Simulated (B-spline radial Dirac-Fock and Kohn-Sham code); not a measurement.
**X-ray form factors of iridium in several charge states**

These are calculated numbers from a radial B-spline solver; the model is configuration-average Dirac-Fock orbitals.

Configurations: Ir⁵⁺ [Xe] 4f14 5d4; Ir⁸⁺ [Xe] 4f14 5d1; Ir⁹⁺ [Xe] 4f14; Ir¹¹⁺ [Kr] 4d10 4f14 5s2 5p4. The first column is f₀ of Ir⁵⁺, the others are differences from it.

```csv
s (Å⁻¹),Ir⁵⁺,Δ Ir⁸⁺,Δ Ir⁹⁺,Δ Ir¹¹⁺
0,72.000,-3.000,-4.000,-6.000
0.05,71.461,-2.854,-3.815,-5.760
0.1,69.911,-2.452,-3.301,-5.089
0.15,67.534,-1.886,-2.572,-4.120
0.2,64.581,-1.270,-1.769,-3.024
0.25,61.308,-0.707,-1.022,-1.963
0.3,57.937,-0.262,-0.418,-1.055
0.35,54.629,+0.041,+0.006,-0.360
0.4,51.483,+0.210,+0.256,+0.111
0.45,48.546,+0.275,+0.362,+0.382
0.5,45.831,+0.267,+0.368,+0.495
0.6,41.020,+0.156,+0.229,+0.436
0.7,36.890,+0.037,+0.064,+0.235
0.8,33.284,-0.034,-0.040,+0.055
0.9,30.105,-0.057,-0.078,-0.054
1,27.308,-0.051,-0.074,-0.097
1.1,24.873,-0.035,-0.052,-0.097
1.2,22.784,-0.018,-0.028,-0.077
1.4,19.540,+0.003,+0.003,-0.027
1.6,17.286,+0.007,+0.009,0.000
```
